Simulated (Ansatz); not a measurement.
Cost and result for the atomization energy of C2H8SiTe, SMILES `CC([SiH3])[TeH]` (12 atoms, 11 bonds).

Cartesian coordinates in Å:
```
C -1.204 -0.378 -0.944
C 0.145 -0.450 -0.241
Si 0.192 0.538 1.353
Te 1.652 0.318 -1.595
H -1.989 -0.786 -0.301
H -1.212 -0.951 -1.876
H -1.479 0.653 -1.183
H 0.419 -1.490 -0.054
H -0.793 -0.024 2.323
H -0.172 1.950 1.068
H 1.544 0.482 1.966
H 2.898 0.138 -0.516
```

Total charge 0; spin multiplicity 1. Correlated methods include outer-core shells of Te, which these sets cover unevenly. Te takes the def2 core potential. Geometry: relaxed with PBE0-D4/def2-TZVP. Program: Ansatz. All runs use 4 threads of an Arm Neoverse V1 on a shared host. Times are those of one run each, without the atoms' runs, and a repeat can differ threefold. Electronic energies, without spin–orbit coupling; frozen cores. CCSD(T)/CBS adds CCSD(T) − MP2 in def2-TZVPP to the MP2 limit, and its time is that of the two runs behind it. T1 = 0.011. With those shells the extrapolation isn't a true limit. B3LYP takes the VWN-RPA correlation (the form of Gaussian; ORCA's B3LYP/G).

CCSD(T)/CBS is a level of theory with its own doubt, some kJ/mol a heavy atom from the limit and from the frozen cores, so smaller differences don't rank the functionals.

```tsv
level	functions	wall time	atomization (kcal/mol)	difference from CCSD(T)/CBS	per bond
PBE-D4/def2-TZVPP (with forces)	266	2.8 s	949.1	1.7	0.2
PBE0-D4/def2-TZVPP	266	3.6 s	940.8	-6.6	-0.6
B3LYP-D4/def2-TZVPP (with forces)	266	5.5 s	942.9	-4.5	-0.4
r2SCAN-D4/def2-TZVPP (with forces)	266	6 s	941.4	-6.0	-0.5
B2PLYP/def2-TZVPP	266	7 s	929.9	-17.5	-1.6
ωB97X-V/def2-TZVPP	266	9.5 s	945.8	-1.6	-0.1
ωB97M-V/def2-TZVPP (with forces)	266	14 s	941.6	-5.8	-0.5
MP2/def2-QZVPP	506	28 s	938.2	-9.2	-0.8
CCSD(T)/def2-TZVPP	266	4.4 min	922.7	-24.7	-2.2
CCSD(T)/CBS(def2)	–	4.8 min	947.4	0.0	0.0
```

From PBE to PBE0 (25 % exact exchange), in def2-TZVPP and without D4, the atomization energy moves by −7.2 kcal/mol: exact exchange takes away binding that semilocal exchange gives to molecules. The D4 term adds +11.8 kcal/mol with B3LYP and +6.2 kcal/mol with PBE0; it sums over pairs of atoms, weighted by their polarisabilities, and B3LYP, whose exchange is more repulsive, gets the larger term. In def2-TZVPP, CCSD(T) changes the Hartree–Fock value by +224.6 kcal/mol (the triples alone add +12.0 kcal/mol) and MP2 by +225.5 kcal/mol; breaking electron pairs costs correlation energy, which Hartree–Fock lacks.

Spin–orbit coupling would lower the free Te atoms strongly, and the atomization energy with them, by more than many differences here.
